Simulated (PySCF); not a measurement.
**Correlation energy of F²⁺ (fluorine, charge +2)**

[He] 2s2 2p3, high-spin 4S determinant. Calculation: PySCF 2.14, in x2c-SVPall (3s2p1d, 14 functions); the spin-free X2C one-electron Hamiltonian (Gaussian nucleus). Frozen: 1s2; 5 electrons correlated.

MP2 pair energies summed by pair of shells (mhartree):

```json
{"pair": "2s-2p", "energy": "-43.81", "share (%)": "68.2"}
{"pair": "2p-2p", "energy": "-14.12", "share (%)": "22.0"}
{"pair": "2s-2s", "energy": "-6.31", "share (%)": "9.8"}
```

Total MP2 correlation energy: -64.24 mhartree.

Same-spin part -16.16 and opposite-spin part -48.09 mhartree; SCS-MP2 scales them by 1/3 and 6/5 to -63.09 mhartree.

| level | correlation energy (mhartree) |
| --- | --- |
| CCSD | -78.34 |
| (T) | -0.39 |
| CCSD(T) | -78.73 |

Diagnostics: T1 = 0.0031, D1 = 0.0051, largest double amplitude 0.034.

Cost of the coupled-cluster step: 0.05 s of wall time on 1 thread of Neoverse-V2 (shared host), for 5 correlated electrons.

Iterations:

```
CC2 = 0
CCSD nocc = (np.int64(4), np.int64(1)), nmo = (13, 13)
frozen orbitals [[0], [0]]
max_cycle = 100
direct = 0
conv_tol = 1e-08
conv_tol_normt = 1e-06
diis_space = 8
diis_start_cycle = 0
Init t2, MP2 energy = -0.0642438227370182
Init E_corr(UCCSD) = -0.0642438227381827
cycle = 1  E_corr(UCCSD) = -0.0752480208522878  dE = -0.0110041981  norm(t1,t2) = 0.0210281
cycle = 2  E_corr(UCCSD) = -0.0775265219466755  dE = -0.00227850109  norm(t1,t2) = 0.00597058
cycle = 3  E_corr(UCCSD) = -0.0783617910615014  dE = -0.000835269115  norm(t1,t2) = 0.00210159
cycle = 4  E_corr(UCCSD) = -0.0783341481505443  dE = 2.7642911e-05  norm(t1,t2) = 0.000320816
cycle = 5  E_corr(UCCSD) = -0.0783364722116634  dE = -2.32406112e-06  norm(t1,t2) = 4.45969e-05
cycle = 6  E_corr(UCCSD) = -0.0783363564872493  dE = 1.15724414e-07  norm(t1,t2) = 3.07569e-06
cycle = 7  E_corr(UCCSD) = -0.0783364164166943  dE = -5.9929445e-08  norm(t1,t2) = 2.773e-07
cycle = 8  E_corr(UCCSD) = -0.0783364103909193  dE = 6.02577496e-09  norm(t1,t2) = 2.69019e-08
UCCSD converged
E(UCCSD) = -97.63766667198756  E_corr = -0.07833641039091933
UCCSD(T) correction = -0.000388796429263972
```
